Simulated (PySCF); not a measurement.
C₃H₉N₃Si₂.
Geometry (GFN2-xTB, Å), atoms numbered from 1 in this order:
```
atom  x, y, z in Å
C1     1.9411    0.1016    2.3341
N2     1.1629    0.4955    1.4452
Si3    1.0177    0.1668   -0.2356
C4     1.2372    1.8757   -0.9732
N5     1.3416    2.8951   -1.4840
N6    -0.5907   -0.3914   -0.5300
C7    -1.0279   -0.2886   -1.9090
Si8   -1.8139   -0.7139    0.6660
H9     1.8320    0.4912    3.3432
H10    2.7462   -0.6233    2.1852
H11    1.9649   -0.7253   -0.9187
H12   -1.8481   -0.9807   -2.0934
H13   -1.3715    0.7225   -2.1441
H14   -0.2119   -0.5311   -2.5895
H15   -1.1074   -1.1281    1.8735
H16   -2.6161   -1.8113    0.1148
H17   -2.6633    0.4573    0.9055
```

Method: TDDFT PBE0/def2-SVPD, vertical, gas phase, core orbitals frozen in the response in PySCF.

Computed states:

```json
{"state": "S1", "E (eV)": "3.96", "f": "0.0009"}
{"state": "S2", "E (eV)": "4.62", "f": "0.0011"}
{"state": "S3", "E (eV)": "5.71", "f": "0.0090"}
{"state": "S4", "E (eV)": "5.86", "f": "0.0001"}
{"state": "S5", "E (eV)": "6.08", "f": "0.030"}
{"state": "S6", "E (eV)": "6.29", "f": "0.0014"}
{"state": "S7", "E (eV)": "6.52", "f": "0.0065"}
{"state": "S8", "E (eV)": "6.78", "f": "0.0067"}
```

Each state is given a Gaussian of 0.4 eV full width at half maximum, with ε(max) = 2.175×10⁸ f / Δν̃ (Δν̃ the width in cm⁻¹). The width is an assumption, not a result. The curve ends short of the highest state used, and states not computed would add to its high-energy end.

Problem. What does the envelope look like, and where are its maxima?

Solution. 
```json
{"λ (nm)": "200.5", "ε (L mol⁻¹ cm⁻¹)": "1840"}
{"λ (nm)": "207.8", "ε (L mol⁻¹ cm⁻¹)": "1862"}
{"λ (nm)": "215.1", "ε (L mol⁻¹ cm⁻¹)": "949"}
{"λ (nm)": "222.4", "ε (L mol⁻¹ cm⁻¹)": "471"}
{"λ (nm)": "229.8", "ε (L mol⁻¹ cm⁻¹)": "112"}
{"λ (nm)": "237.1", "ε (L mol⁻¹ cm⁻¹)": "11"}
{"λ (nm)": "244.4", "ε (L mol⁻¹ cm⁻¹)": "3"}
{"λ (nm)": "251.7", "ε (L mol⁻¹ cm⁻¹)": "14"}
{"λ (nm)": "259.1", "ε (L mol⁻¹ cm⁻¹)": "45"}
{"λ (nm)": "266.4", "ε (L mol⁻¹ cm⁻¹)": "71"}
{"λ (nm)": "273.7", "ε (L mol⁻¹ cm⁻¹)": "64"}
{"λ (nm)": "281.0", "ε (L mol⁻¹ cm⁻¹)": "36"}
{"λ (nm)": "288.3", "ε (L mol⁻¹ cm⁻¹)": "21"}
{"λ (nm)": "295.7", "ε (L mol⁻¹ cm⁻¹)": "27"}
{"λ (nm)": "303.0", "ε (L mol⁻¹ cm⁻¹)": "45"}
{"λ (nm)": "310.3", "ε (L mol⁻¹ cm⁻¹)": "59"}
{"λ (nm)": "317.6", "ε (L mol⁻¹ cm⁻¹)": "57"}
{"λ (nm)": "325.0", "ε (L mol⁻¹ cm⁻¹)": "41"}
{"λ (nm)": "332.3", "ε (L mol⁻¹ cm⁻¹)": "24"}
{"λ (nm)": "339.6", "ε (L mol⁻¹ cm⁻¹)": "11"}
{"λ (nm)": "346.9", "ε (L mol⁻¹ cm⁻¹)": "4"}
{"λ (nm)": "354.3", "ε (L mol⁻¹ cm⁻¹)": "1"}
{"λ (nm)": "361.6", "ε (L mol⁻¹ cm⁻¹)": "0"}
{"λ (nm)": "368.9", "ε (L mol⁻¹ cm⁻¹)": "0"}
```

Maxima: 313 nm (3.96 eV), ε about 60, made up of S1 (100%); 268 nm (4.62 eV), ε about 73, made up of S2 (100%); 204 nm (6.08 eV), ε about 2200, made up of S5 (94%) (ε in L mol⁻¹ cm⁻¹; maxima over ε = 5, shares over 10%).

Problem. On this curve, what absorbance would a 10⁻⁵ mol/L sample give at 280 nm over a 1 cm path?

Solution. 280 nm is 4.428 eV, where ε is about 40 L mol⁻¹ cm⁻¹, so A = ε c l ≈ 0.0004 (Beer–Lambert, with the gas-phase spectrum and the assumed width).

Problem. Coming from long wavelengths, where does ε first pass 100 L mol⁻¹ cm⁻¹?

Solution. At about 230 nm (5.39 eV), 1.43 eV above S1.

Problem. What would ε be at 6.08 eV, the highest of these maxima, with half the width (0.2 eV)?

Solution. About 4100 L mol⁻¹ cm⁻¹ against 2160, a factor of about 1.9; a lone state at its own centre would give exactly 2.

One conformer stands for the species.
